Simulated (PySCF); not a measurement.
# Where the electron goes

Compound: C₃H₈F₂OSi.
Numbering: `[CH3:1][O:2][C@H:3]([CH2:4][F:5])[SiH2:6][F:7]` (hydrogens: H8, H9, H10 on C1; H11 on C3; H12, H13 on C4; H14, H15 on Si6)

Cartesian coordinates in Å at the GFN2-xTB level; atoms count from 1:
```
atom  x, y, z in Å
C1     2.0541    0.5792   -0.0554
O2     0.9996   -0.1328    0.5523
C3    -0.1835   -0.2374   -0.2265
C4    -0.9505    1.0762   -0.3337
F5    -0.4125    1.9069   -1.2943
Si6   -1.1559   -1.6028    0.6876
F7    -2.5894   -1.7239   -0.0485
H8     2.9117    0.4797    0.6079
H9     1.8123    1.6384   -0.1802
H10    2.2981    0.1556   -1.0365
H11    0.0790   -0.5476   -1.2510
H12   -1.9867    0.8973   -0.6343
H13   -0.9176    1.6236    0.6127
H14   -1.4577   -1.2139    2.0535
H15   -0.5053   -2.8904    0.5245
```

Method: TDDFT CAM-B3LYP/def2-SVPD, vertical, gas phase, core orbitals frozen in the response (PySCF 2.14.0, density-fitted response routines).

Frontier orbitals with the atoms that hold most of them (Löwdin shares over 4%, at most four atoms; ? is withheld):

```tsv
orbital	ε (eV)	atoms
LUMO+2	1.81	Si6 16%, F5 11%, H15 11%, C4 10%
LUMO+1	1.34	C1 18%, Si6 17%, O2 8%, C3 8%
LUMO	0.84	?
HOMO	?	O2 53%, C1 10%, C3 9%, C4 8%
HOMO-1	-10.35	?
HOMO-2	-11.16	O2 20%, F5 16%, C1 12%, C3 10%
HOMO-3	-11.33	Si6 29%, H14 20%, H15 19%, F7 14%
```

**Question.** Which atoms hold the HOMO-1, and with what shares?

**Answer.** O2 (bonded to 2 C) 30%; C3 (bonded to C, O, Si and H) 25%; Si6 (bonded to C, F and 2 H) 13%; C1 (bonded to O and 3 H) 6%. By element: carbon 31% or more, oxygen 30%, silicon 13%.

**Question.** Which atoms hold the LUMO, and with what shares?

**Answer.** Si6 (bonded to C, F and 2 H) 41%; H15 (bonded to Si) 12%; H14 (bonded to Si) 12%; F7 (bonded to Si) 12%. By element: silicon 41%, hydrogen 24% or more, fluorine 12% or more.

**Question.** What is the HOMO energy, and the HOMO–LUMO gap?

**Answer.** ε(HOMO) = -9.31 eV; the gap is 10.15 eV (0.3730 hartree).

**Question.** The HOMO–LUMO gap is 10.15 eV. Where does the response calculation put the lowest singlet, and from which orbitals?

**Answer.** S1 is at 6.98 eV (f = 0.0016), 3.17 eV below the gap, made of HOMO→LUMO (75%), HOMO→LUMO+1 (13%). Without the coupling terms of the response equations the lowest excitation would equal the gap.

Next come S2 at 7.60 eV (f 0.0054), HOMO→LUMO+1 (66%), HOMO-1→LUMO (17%), HOMO→LUMO (8%); S3 at 7.78 eV (f 0.015), HOMO-1→LUMO (68%), HOMO→LUMO+1 (13%); S4 at 8.14 eV (f 0.0098), HOMO→LUMO+2 (68%), HOMO→LUMO+3 (15%); S5 at 8.42 eV (f 0.048), HOMO→LUMO+4 (69%), HOMO→LUMO+3 (12%).

One conformer stands for the species.

Without π bonds the low states are Rydberg-like; a valence basis with one diffuse set may place them up to an eV too high.
